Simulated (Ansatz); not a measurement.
BFGeH5NO can be A, `OB(F)[NH][GeH3]`, or B, `[NH2][GeH2][O]BF`.

Computed with Ansatz on PBE0-D4/def2-TZVP structures; ΔE is electronic, products minus reactants. CCSD(T)/CBS adds triple-zeta CCSD(T) − MP2 to the extrapolated MP2 energy (def2 sets, frozen cores). DFT in def2-TZVPP. B3LYP here is the variant with VWN-RPA as its local correlation; programs differ in this. For Ge outer-core shells are correlated without core-valence functions, which leaves a few kJ/mol of doubt a bond. Scalar relativity is left out up to krypton. Each species was taken in one conformer, which may not be the lowest.

A:

```xyz
10

O     0.8176    1.2703   -1.0473
B     1.2308    0.0946   -0.4881
F     2.4966   -0.3192   -0.6841
N     0.3390   -0.6676    0.2808
Ge   -1.4182   -0.2154    0.6260
H     1.5067    1.7082   -1.5504
H     0.6799   -1.5279    0.6761
H    -2.2038   -0.1278   -0.6901
H    -1.4755    1.1279    1.3668
H    -1.9731   -1.3430    1.5102
```

B:

```xyz
10

N     1.217    0.307   -1.554
Ge   -0.402    0.500   -0.758
O    -0.696   -0.788    0.475
B    -0.553   -0.675    1.798
F    -0.775   -1.743    2.559
H     2.022    0.490   -0.974
H     1.357   -0.546   -2.075
H    -0.438    1.847   -0.030
H    -1.501    0.268   -1.793
H    -0.231    0.343    2.351
```

**Question.** Which isomer does CCSD(T)/CBS put lower? Give the gap. (Estimate.)

**Answer.** The calculation gave: A, by 14.3 kcal/mol.

**Question.** Give E(B) − E(A) in kcal/mol with B2PLYP, PBE-D4, B3LYP-D4, CCSD/def2-TZVPP, HF/def2-TZVPP, r2SCAN-D4, MP2/def2-TZVPP. (Best estimate.)

**Answer.** Ansatz gave: B2PLYP 13.5, PBE-D4 14.9, B3LYP-D4 14.5, CCSD/def2-TZVPP 14.3, HF/def2-TZVPP 14.0, r2SCAN-D4 15.0, MP2/def2-TZVPP 13.4. None reverses the order clearly.

Largest T1 diagnostic: 0.013.

From PBE to PBE0 (25 % exact exchange), in def2-TZVPP and without D4, E(B) − E(A) moves by +1.1 kcal/mol.
